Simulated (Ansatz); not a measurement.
Cost and result for the atomization energy of C2H6BNS (`BN=CSC`) (11 atoms, 10 bonds).

```xyz
11

B    -0.296    1.476    1.320
N    -0.873    0.458    0.635
C    -1.363   -0.482   -0.010
S    -0.515   -1.526   -1.128
C     1.139   -0.844   -1.035
H    -0.275    2.571    0.831
H     0.176    1.259    2.401
H    -2.420   -0.752    0.070
H     1.143    0.196   -1.358
H     1.756   -1.439   -1.707
H     1.527   -0.918   -0.020
```

Total charge 0; spin multiplicity 1. The structure was optimised at the PBE0-D4/def2-TZVP level. It is one conformer, not always the lowest. Program: Ansatz. All runs use 4 threads of an Arm Neoverse V1 on a shared host. Times are those of one run each, without the atoms' runs, and a repeat can differ threefold. Electronic energies, without spin–orbit coupling; frozen cores. CCSD(T)/CBS adds CCSD(T) − MP2 in def2-TZVPP to the MP2 limit, and its time is that of the two runs behind it. T1 = 0.015. B3LYP takes the VWN-RPA correlation (the form of Gaussian; ORCA's B3LYP/G).

CCSD(T)/CBS is a level of theory with its own doubt, some kJ/mol a heavy atom from the limit and from the frozen cores, so smaller differences don't rank the functionals.

| level | functions | wall time | atomization (kJ/mol) | difference from CCSD(T)/CBS | per bond |
| --- | --- | --- | --- | --- | --- |
| PBE-D4/def2-TZVPP (with forces) | 250 | 2.4 s | 4323.3 | 161.5 | 16.1 |
| PBE0-D4/def2-TZVPP | 250 | 2.8 s | 4225.9 | 64.1 | 6.4 |
| B3LYP-D4/def2-TZVPP (with forces) | 250 | 4.2 s | 4214.3 | 52.5 | 5.2 |
| r2SCAN-D4/def2-TZVPP (with forces) | 250 | 4.5 s | 4214.4 | 52.6 | 5.3 |
| B2PLYP/def2-TZVPP | 250 | 5.5 s | 4153.1 | -8.7 | -0.9 |
| ωB97X-V/def2-TZVPP | 250 | 7.5 s | 4195.2 | 33.4 | 3.3 |
| ωB97M-V/def2-TZVPP (with forces) | 250 | 11 s | 4207.4 | 45.6 | 4.6 |
| MP2/def2-QZVPP | 478 | 23 s | 4190.1 | 28.3 | 2.8 |
| CCSD(T)/def2-TZVPP | 250 | 2.1 min | 4050.9 | -110.9 | -11.1 |
| CCSD(T)/CBS(def2) | – | 2.5 min | 4161.8 | 0.0 | 0.0 |

The D4 term adds +36.4 kJ/mol with B3LYP and +19.1 kJ/mol with PBE0; it sums over pairs of atoms, weighted by their polarisabilities, and B3LYP, whose exchange is more repulsive, gets the larger term. In def2-TZVPP, CCSD(T) changes the Hartree–Fock value by +1049.3 kJ/mol (the triples alone add +74.5 kJ/mol) and MP2 by +1123.1 kJ/mol; breaking electron pairs costs correlation energy, which Hartree–Fock lacks. From PBE to PBE0 (25 % exact exchange), in def2-TZVPP and without D4, the atomization energy moves by −93.9 kJ/mol: exact exchange takes away binding that semilocal exchange gives to molecules.
